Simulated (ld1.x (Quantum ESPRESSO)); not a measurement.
Pseudopotential generation for calcium: TM, PBE, scalar-relativistic.

ld1.x (Quantum ESPRESSO) 7.5 input, shortened:

```
&input
   title='Ca', zed=20., rel=1, dft='PBE', iswitch=3,
   config='[Ar] 3d0 4s2 4p0 4f-2'
 /
 &inputp
   pseudotype=2, tm=.true., lloc=-2, rcloc=2.55,
   nlcc=.true., rcore=0.85
 /
4
4S  1  0   2.00   0.00  3.45  3.45  0.0
3P  2  1   6.00   0.00  1.15  1.15  0.0
3D  3  2   0.00   0.00  1.55  1.55  0.0
4F  4  3  -2.00  -0.10  3.65  3.65  0.0
 &test
   configts(1)='3p6 3d0 4s2 4p0'
 /
```

All-electron outer shells of the reference configuration (PBE, scalar-relativistic, ld1.x):

```
shell  level (eV)  outermost node (bohr)  outermost maximum (bohr)
   2p     -334.74                      –                      0.25
   3s      -47.09                   0.45                      0.99
   3p      -28.01                   0.42                      1.04
   4s       -3.77                   1.43                      3.42
   3d       -1.95                      –                      1.27
   4p       -1.40                   1.63                      4.39
```

Question: Estimate the cutoffs (Ry, on a coarse ladder) from which the occupation-weighted sum of valence levels, in a spherical-Bessel basis at the reference potential, stays within 10 and 1 mRy of its value at 400 Ry.

Answer: 60 Ry and 90 Ry.

Question: Does the potential have ghost states?

Answer: No extra level below or beside the all-electron valence levels (s, p, d, f tested). The logarithmic derivative shows an extra or strongly shifted pseudo pole above the reference energy (s near 1.10 Ry).

Question: Which valence shell sets the plane-wave cutoff?

Answer: 3p: its level needs 70 Ry to come within 1 mRy, against 6 Ry for 4s.

Question: Tests: 3p6 3d0 4s1 4p0; 3p6 3d0 4s0 4p0; 3p6 3d0 4s1.5 4p0; 3p6 3d1 4s1 4p0; 3p6 3d0 4s0 4p2; 3p5 3d0 4s2 4p0; 3p6 3d1 4s0 4p0. Which has the largest error in its energy relative to the reference configuration, and how large is it?

Answer: 3p6 3d0 4s0 4p2, with -191 meV (all-electron minus pseudo) on +4.95 eV.
